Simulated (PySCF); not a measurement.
I$_{2}$Sb (SMILES [I][Sb+][I]), charge +1, singlet, at a GFN2-xTB geometry (core potentials on I, Sb). Base run: B3LYP/def2-SVP run with PySCF.

The PySCF input:
```python
from pyscf import gto, scf, dft, solvent

mol = gto.M(
    atom='''
Sb    0.89251984    0.56902897    0.44334200
I    -0.72043976    1.24641745   -1.57860487
I    -0.13840008   -1.79397363    1.15199275
''',
    basis='def2-svp',
    ecp={'I': 'def2-svp', 'Sb': 'def2-svp'},
    charge=1,
    verbose=4,
)

mf = dft.RKS(mol)
mf.xc = 'b3lyp'
mf.kernel()
```

Each row names what was changed in the base input (with any setting that the change needs).

```tsv
change	ΔE vs base (kcal/mol)	HOMO-LUMO gap (eV)
base	0.000	2.60
model = SS(V)PE; solvent = water	-55.40	2.84
model = IEF-PCM; solvent = water; r_probe = 0.5	-45.21	2.72
model = IEF-PCM; solvent = water; lebedev_order = 41	-56.35	2.84
model = IEF-PCM; solvent = water; lebedev_order = 11	-56.65	2.83
model = IEF-PCM; solvent = water	-56.36	2.84
model = IEF-PCM; solvent = water; vdw_scale = 1.4	-46.75	2.73
model = IEF-PCM; solvent = acetonitrile	-55.42	2.83
model = IEF-PCM; solvent = water; vdw_scale = 1.1	-64.5	2.93
model = IEF-PCM; solvent = tetrahydrofuran	-48.96	2.78
model = COSMO; solvent = water	-56.02	2.84
model = IEF-PCM; solvent = dimethylsulfoxide	-55.83	2.83
```

The base is the gas phase, so ΔE is the electrostatic part of solvation at a fixed geometry, without cavity and dispersion terms.
